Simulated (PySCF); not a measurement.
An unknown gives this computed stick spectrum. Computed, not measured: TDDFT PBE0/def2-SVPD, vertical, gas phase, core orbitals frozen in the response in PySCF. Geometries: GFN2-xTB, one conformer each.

```
state  ν̃ (cm⁻¹)       f  main configurations (H = HOMO, L = LUMO)
   S1      49670  0.0000     H→L (49%), H-1→L+1 (21%), H→L+2 (19%)
   S2      51780  0.0002   H→L+1 (42%), H-1→L (36%), H-1→L+2 (12%)
   S3      51870  0.0004                  H-1→L+1 (66%), H→L (18%)
   S4      57520  0.0034                               H-2→L (91%)
   S5      58450  0.0035     H→L+2 (21%), H-4→L (20%), H-3→L (20%)
   S6      58920  0.0011                H-3→L (55%), H-2→L+1 (27%)
   S7      60410  0.0044   H-2→L+1 (49%), H→L+2 (14%), H-4→L (13%)
   S8      60940   0.062    H-3→L+1 (58%), H→L+1 (12%), H-5→L (9%)
```

Question: Which structure fits? All have the formula C2H8O2Si3.
A. `O=C[Si@@H]1O[SiH2]C[SiH2]1`
B. `[SiH2](O[SiH2][SiH2]O)C#C`
C. `C#C[SiH](O[SiH3])O[SiH3]`
D. `C#C[SiH2][Si@@H](O)O[SiH3]`

Answer: C. Its S1, at 6.16 eV, is the highest among the candidates; the nearest of the others has S1 at 5.90 eV. S1 is HOMO→LUMO (49%), HOMO-1→LUMO+1 (21%), HOMO→LUMO+2 (19%). Löwdin shares by element: HOMO carbon 75%, oxygen 12%; LUMO carbon 31%, silicon 25% or more (atoms not listed hold the other 44%). At the same level the other candidates give, for their lowest levels:
- `C#C[SiH2]O[SiH2][SiH2]O`: 5.69 eV (f 0.017); 5.92 eV (f 0.001); 6.27 eV (f 0.010); 6.31 eV (f 0.001); 6.43 eV (f 0.001); T1 4.94 eV; HOMO -7.95, LUMO -1.03 eV
- `O=C[Si@@H]1O[SiH2]C[SiH2]1`: 3.11 eV (f 0.004); 5.23 eV (f 0.008); 5.51 eV (f 0.019); 5.71 eV (f 0.087); 6.15 eV (f 0.001); T1 2.39 eV; HOMO -6.98, LUMO -1.77 eV
- `C#C[SiH2][Si@@H](O)O[SiH3]`: 5.90 eV (f 0.009); 6.12 eV (f 0.013); 6.22 eV (f 0.006); 6.51 eV (f 0.022); 6.56 eV (f 0.014); T1 4.93 eV; HOMO -7.78, LUMO -0.56 eV

Shape of the structure used: `[CH:1]#[C:2][SiH:3]([O:4][SiH3:5])[O:6][SiH3:7]`: C2–Si3–O4–Si5 113°, C2–Si3–O6–Si7 -106°.
Triplets come from the Tamm–Dancoff approximation.
